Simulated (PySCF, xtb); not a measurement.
PbHCl, SMILES [Cl][PbH] (connectivity only; charge and spin as stated), neutral, multiplicity 1.

GFN2-xTB run with xtb at its own geometry gives an orbital gap of 2.52 eV and a dipole moment of 5.88 D.

The structure is a stationary point at B3LYP-D3(BJ)/def2-TZVP. The def2 effective core potentials stand for the cores of Pb; spin–orbit coupling is left out.

Q: What does PySCF with B3LYP/def2-TZVPD give? (Estimate from the structure and the level; the computed values follow.)

A: gap 3.64 eV (levels -7.00 and -3.36 eV), dipole 3.93 D.
